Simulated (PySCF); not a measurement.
## Basis-set dependence of population analyses: `FB(F)[SiH2]C#C[SiH3]`

C2H5BF2Si2.
Numbering: `[F:1][B:2]([F:3])[SiH2:4][C:5]#[C:6][SiH3:7]` (hydrogens: H8, H9 on Si4; H10, H11, H12 on Si7)

PBE0 throughout (PySCF), one geometry, spherical d and f functions. Geometry: PBE0-D3(BJ)/def2-SVP, one conformer, isolated molecule. Atoms taken as equivalent share a column and are averaged. The first 7 of 8 kinds of atom are listed.

Mulliken charges (e):

```json
{"basis": "STO-3G", "functions": "48", "F1/F3": "-0.110", "B2": "+0.208", "Si4": "+0.496", "C5": "-0.252", "C6": "-0.257", "Si7": "+0.564", "H8/H9": "-0.110"}
{"basis": "6-31G", "functions": "81", "F1/F3": "-0.289", "B2": "+0.508", "Si4": "+0.525", "C5": "-0.310", "C6": "-0.310", "Si7": "+0.574", "H8/H9": "-0.077"}
{"basis": "pcSseg-0", "functions": "81", "F1/F3": "-0.297", "B2": "+0.594", "Si4": "+0.483", "C5": "-0.498", "C6": "-0.485", "Si7": "+0.619", "H8/H9": "+0.001"}
{"basis": "6-31G*", "functions": "116", "F1/F3": "-0.244", "B2": "+0.494", "Si4": "+0.225", "C5": "-0.131", "C6": "-0.143", "Si7": "+0.305", "H8/H9": "-0.049"}
{"basis": "cc-pVDZ", "functions": "131", "F1/F3": "-0.083", "B2": "+0.240", "Si4": "+0.120", "C5": "-0.124", "C6": "-0.151", "Si7": "+0.247", "H8/H9": "-0.029"}
{"basis": "def2-SVP", "functions": "131", "F1/F3": "-0.087", "B2": "+0.247", "Si4": "+0.215", "C5": "-0.216", "C6": "-0.215", "Si7": "+0.386", "H8/H9": "-0.038"}
{"basis": "aug-cc-pVDZ", "functions": "214", "F1/F3": "-0.404", "B2": "+0.967", "Si4": "-0.819", "C5": "+0.334", "C6": "-0.231", "Si7": "-0.578", "H8/H9": "+0.303"}
{"basis": "6-311+G(2d,p)", "functions": "235", "F1/F3": "-0.308", "B2": "+0.577", "Si4": "+0.234", "C5": "-0.181", "C6": "-0.074", "Si7": "+0.281", "H8/H9": "-0.040"}
{"basis": "def2-TZVP", "functions": "259", "F1/F3": "-0.212", "B2": "+0.469", "Si4": "+0.130", "C5": "-0.243", "C6": "-0.132", "Si7": "+0.222", "H8/H9": "-0.001"}
{"basis": "cc-pVTZ", "functions": "288", "F1/F3": "-0.159", "B2": "+0.390", "Si4": "+0.121", "C5": "-0.175", "C6": "-0.153", "Si7": "+0.229", "H8/H9": "-0.017"}
{"basis": "IGLO-III", "functions": "313", "F1/F3": "-0.329", "B2": "+0.615", "Si4": "+0.569", "C5": "-0.261", "C6": "-0.302", "Si7": "+0.740", "H8/H9": "-0.133"}
```

IAO charges (e):

```tsv
basis	functions	F1/F3	B2	Si4	C5	C6	Si7	H8/H9
STO-3G	48	-0.148	+0.229	+0.588	-0.294	-0.310	+0.651	-0.108
6-31G	81	-0.280	+0.486	+0.441	-0.269	-0.265	+0.468	-0.054
pcSseg-0	81	-0.263	+0.476	+0.406	-0.269	-0.271	+0.459	-0.047
6-31G*	116	-0.294	+0.514	+0.546	-0.295	-0.298	+0.603	-0.090
cc-pVDZ	131	-0.290	+0.505	+0.540	-0.296	-0.299	+0.597	-0.087
def2-SVP	131	-0.288	+0.505	+0.543	-0.293	-0.296	+0.610	-0.091
aug-cc-pVDZ	214	-0.300	+0.517	+0.546	-0.299	-0.301	+0.598	-0.086
6-311+G(2d,p)	235	-0.302	+0.518	+0.573	-0.307	-0.309	+0.630	-0.093
def2-TZVP	259	-0.305	+0.524	+0.578	-0.307	-0.310	+0.639	-0.096
cc-pVTZ	288	-0.303	+0.525	+0.563	-0.304	-0.307	+0.624	-0.092
IGLO-III	313	-0.304	+0.521	+0.579	-0.308	-0.310	+0.637	-0.095
```

Hirshfeld charges (e):

```json
{"basis": "STO-3G", "functions": "48", "F1/F3": "-0.054", "B2": "+0.135", "Si4": "+0.318", "C5": "-0.179", "C6": "-0.183", "Si7": "+0.391", "H8/H9": "-0.077"}
{"basis": "6-31G", "functions": "81", "F1/F3": "-0.121", "B2": "+0.221", "Si4": "+0.272", "C5": "-0.148", "C6": "-0.142", "Si7": "+0.324", "H8/H9": "-0.055"}
{"basis": "pcSseg-0", "functions": "81", "F1/F3": "-0.124", "B2": "+0.226", "Si4": "+0.288", "C5": "-0.154", "C6": "-0.148", "Si7": "+0.340", "H8/H9": "-0.059"}
{"basis": "6-31G*", "functions": "116", "F1/F3": "-0.117", "B2": "+0.222", "Si4": "+0.268", "C5": "-0.138", "C6": "-0.134", "Si7": "+0.323", "H8/H9": "-0.062"}
{"basis": "cc-pVDZ", "functions": "131", "F1/F3": "-0.114", "B2": "+0.208", "Si4": "+0.281", "C5": "-0.141", "C6": "-0.137", "Si7": "+0.336", "H8/H9": "-0.063"}
{"basis": "def2-SVP", "functions": "131", "F1/F3": "-0.121", "B2": "+0.223", "Si4": "+0.285", "C5": "-0.140", "C6": "-0.136", "Si7": "+0.340", "H8/H9": "-0.065"}
{"basis": "aug-cc-pVDZ", "functions": "214", "F1/F3": "-0.132", "B2": "+0.237", "Si4": "+0.289", "C5": "-0.149", "C6": "-0.144", "Si7": "+0.340", "H8/H9": "-0.060"}
{"basis": "6-311+G(2d,p)", "functions": "235", "F1/F3": "-0.138", "B2": "+0.249", "Si4": "+0.291", "C5": "-0.150", "C6": "-0.144", "Si7": "+0.344", "H8/H9": "-0.061"}
{"basis": "def2-TZVP", "functions": "259", "F1/F3": "-0.134", "B2": "+0.244", "Si4": "+0.284", "C5": "-0.144", "C6": "-0.139", "Si7": "+0.336", "H8/H9": "-0.061"}
{"basis": "cc-pVTZ", "functions": "288", "F1/F3": "-0.130", "B2": "+0.239", "Si4": "+0.281", "C5": "-0.143", "C6": "-0.138", "Si7": "+0.333", "H8/H9": "-0.061"}
{"basis": "IGLO-III", "functions": "313", "F1/F3": "-0.138", "B2": "+0.248", "Si4": "+0.286", "C5": "-0.148", "C6": "-0.142", "Si7": "+0.333", "H8/H9": "-0.059"}
```

ESP-fitted charges (e):

```tsv
basis	functions	F1/F3	B2	Si4	C5	C6	Si7	H8/H9
STO-3G	48	-0.139	+0.406	+0.020	-0.066	-0.220	+0.355	-0.016
6-31G	81	-0.304	+0.718	-0.024	-0.048	-0.253	+0.421	+0.004
pcSseg-0	81	-0.311	+0.751	+0.004	-0.062	-0.304	+0.513	-0.006
6-31G*	116	-0.223	+0.525	+0.077	-0.095	-0.192	+0.338	-0.021
cc-pVDZ	131	-0.228	+0.526	+0.082	-0.100	-0.181	+0.293	-0.018
def2-SVP	131	-0.245	+0.573	+0.076	-0.093	-0.197	+0.345	-0.021
aug-cc-pVDZ	214	-0.241	+0.550	+0.054	-0.084	-0.183	+0.296	-0.009
6-311+G(2d,p)	235	-0.258	+0.597	+0.019	-0.072	-0.190	+0.296	-0.002
def2-TZVP	259	-0.253	+0.588	+0.022	-0.069	-0.187	+0.300	-0.005
cc-pVTZ	288	-0.245	+0.569	+0.044	-0.076	-0.192	+0.314	-0.010
IGLO-III	313	-0.251	+0.581	+0.027	-0.070	-0.188	+0.299	-0.005
```

Some averages cover members that differ in this geometry, most widely: F1/F3, Mulliken in aug-cc-pVDZ -0.422 to -0.387; H8/H9, Mulliken in aug-cc-pVDZ +0.289 to +0.317 e.

**Question.** Which scheme is steadiest as the basis changes?

**Answer.** Largest range over the bases for any column: Hirshfeld 0.11 e, IAO 0.30 e, ESP-fitted 0.35 e, Mulliken 1.39 e. Hirshfeld charges move least and Mulliken charges most, counted in e. Without the minimal STO-3G basis the ranges are Hirshfeld 0.04, IAO 0.18, ESP-fitted 0.23, Mulliken 1.39 e.

**Question.** How much do the charges still move between the two largest bases, cc-pVTZ and IGLO-III?

**Answer.** At most, over all atoms: Mulliken 0.511 e, IAO 0.016 e, Hirshfeld 0.009 e, ESP-fitted 0.018 e.

**Question.** What do the same runs give for the total energy, the frontier levels and the dipole moment?

**Answer.** 
```json
{"basis": "STO-3G", "energy (Eh)": "-871.4385", "HOMO (eV)": "-4.86", "LUMO (eV)": "3.31", "μ (D)": "0.49"}
{"basis": "6-31G", "energy (Eh)": "-882.0473", "HOMO (eV)": "-7.94", "LUMO (eV)": "-1.13", "μ (D)": "1.07"}
{"basis": "pcSseg-0", "energy (Eh)": "-880.8538", "HOMO (eV)": "-8.23", "LUMO (eV)": "-1.38", "μ (D)": "0.85"}
{"basis": "6-31G*", "energy (Eh)": "-882.1819", "HOMO (eV)": "-7.87", "LUMO (eV)": "-1.02", "μ (D)": "0.58"}
{"basis": "cc-pVDZ", "energy (Eh)": "-882.2315", "HOMO (eV)": "-7.99", "LUMO (eV)": "-1.22", "μ (D)": "0.73"}
{"basis": "def2-SVP", "energy (Eh)": "-881.8151", "HOMO (eV)": "-8.08", "LUMO (eV)": "-1.29", "μ (D)": "0.70"}
{"basis": "aug-cc-pVDZ", "energy (Eh)": "-882.2522", "HOMO (eV)": "-8.10", "LUMO (eV)": "-1.42", "μ (D)": "0.92"}
{"basis": "6-311+G(2d,p)", "energy (Eh)": "-882.3433", "HOMO (eV)": "-8.16", "LUMO (eV)": "-1.50", "μ (D)": "0.96"}
{"basis": "def2-TZVP", "energy (Eh)": "-882.3756", "HOMO (eV)": "-8.15", "LUMO (eV)": "-1.44", "μ (D)": "0.88"}
{"basis": "cc-pVTZ", "energy (Eh)": "-882.3646", "HOMO (eV)": "-8.12", "LUMO (eV)": "-1.39", "μ (D)": "0.83"}
{"basis": "IGLO-III", "energy (Eh)": "-882.3807", "HOMO (eV)": "-8.15", "LUMO (eV)": "-1.46", "μ (D)": "0.92"}
```

The dipole is fixed by the density alone, so its range of 0.58 D shows that the density itself changes with the basis, not only its division among atoms.
